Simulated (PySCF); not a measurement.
**How methods differ on the ionisation energy of Mn¹⁸⁺**

Mn¹⁸⁺ [He] 2s2 2p3 [2p1/2^2 2p3/2^1, M_J = 3/2] → Mn¹⁹⁺ [He] 2s2 2p2 [2p1/2^2, M_J = 0], as a difference of total energies. All numbers are calculated (PySCF 2.14, the two-component X2C-1e Hamiltonian, in an even-tempered Gaussian basis (18 s from 4.2 bohr⁻², ratio 2.4; 11 p from 5.4 bohr⁻², ratio 2.4; 5 d from 22 bohr⁻², ratio 2.6; 5 f from 32 bohr⁻², ratio 2.6)). Correlated levels: nothing frozen; the 30 highest virtual spinors dropped. "Screened" scales the spin-orbit matrix elements by Boettger's factors to mimic the two-electron term; Breit and QED terms are absent.

```
          method  ionisation energy (eV)
 GHF (spin-free)                  1440.2
GMP2 (spin-free)                  1440.3
```

The labels give the starting determinants; with spin-orbit coupling the two ends relaxed to ⟨J²⟩ = 0.80, ⟨L²⟩ = 1.78, ⟨S²⟩ = 1.77.

The determinant of Mn¹⁹⁺ mixes levels of different J (the jj label is only the starting occupation), so the difference between spin-free and spin-orbit rows is not the physical spin-orbit shift.

For comparison: 1430.9 ± 2.2 eV (semi-empirical (NIST evaluation); NIST Atomic Spectra Database, ionization energies).
